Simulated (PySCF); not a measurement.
All values below come from TPSSh-D3(BJ)/def2-TZVP // PBE-D3(BJ)/def2-SVP (PySCF). Isolated molecules, 0 K electronic values unless said otherwise. 

Reference species: [W(=O)(F)4] (neutral, multiplicity 1).

The coordination number is 5, the LUMO is -4.71 eV and the HOMO–LUMO gap is 5.97 eV. The HOMO comes out as -10.68 eV.

After one change: the coordination number drops by 1; the LUMO goes up by 2.82 eV; the HOMO–LUMO gap rises by 3.20 eV; the HOMO falls by 0.38 eV.

Question: Name the change that produced these shifts. The new species is one of these.
(A) [V(=O)(F)3]
(B) [Cr(=O)2(F)2]
(C) [Zr(F)4]
(D) [Nb(=O)(F)3]

Answer: C, [Zr(F)4]
